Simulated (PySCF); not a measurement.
Two-dimensional NMR puzzle

Compound of formula C₆H₆O₃Si. Correlations simulated from computed shifts and the bond graph:

HSQC (one-bond C–H):
```csv
δH,δC
6.73,148.5
6.19,140.8
5.44,113.4
```

COSY cross peaks (H two or three bonds apart, from the bond graph; peaks can be absent where the dihedral angle is near 90°):
```csv
δH,δH
6.73,6.19
```

HMBC (two and three bonds, from the bond graph):
```csv
δH,δC
6.73,"185.0, 176.0, 140.8, 113.4"
6.19,"185.0, 182.6, 176.0, 148.5"
5.44,"185.0, 182.6, 176.0, 148.5"
4.88,176.0
```

Carbons without hydrogens: δ 185.0, 182.6, 176.0.

[PySCF 2.14.0 with density-fitted response routines: geometry: PBE0-D3(BJ)/def2-SVP; σ from GIAO-CAM-B3LYP/pcSseg-1; equivalent nuclei averaged; gas phase; non-relativistic Hamiltonian; one conformer]

Shifts are taken against calculated references (same method and geometry level): 1H (σref 31.33), 13C (σref 182.45) vs TMS.

Exchangeable hydrogens are left out of these lists.

Work out the connectivity.

Answers

`O=C1C=CC(O[SiH3])=CC1=O`.

Atom-mapped SMILES (the numbers label the heavy atoms): `[O:1]=[C:2]1[CH:3]=[CH:4][C:5]([O:6][SiH3:7])=[CH:8][C:9]1=[O:10]`. Hydrogens are named by the atom that carries them.

δC 185.0 is C2, a ketone carbonyl carbon. δC 182.6 is C9, a ketone carbonyl carbon. δC 176.0 is C5, an alkene carbon bearing oxygen. δC 148.5 is C4, a β carbon of a C=C–C=O unit (δH 6.73). δC 140.8 is C3, an α carbon of a C=C–C=O unit (δH 6.19). δC 113.4 is C8, a β carbon of an enol-ether or enamine type C=C (δH 5.44). HMBC from δH 6.73 reaches the proton-free carbons C2, C5. HMBC from δH 6.19 reaches the proton-free carbons C2, C9, C5. HMBC from δH 5.44 reaches the proton-free carbons C2, C9, C5. HMBC from δH 4.88 reaches the proton-free carbon C5. COSY links 6.73–6.19.

This is the structure that produced the data.

Shifts are as computed, not scaled to solution data. Of 1309 compounds with measured shifts, 239 miss one by over three times the rms of a fit or turn the order of signals round; such compounds aren't used in these exercises.
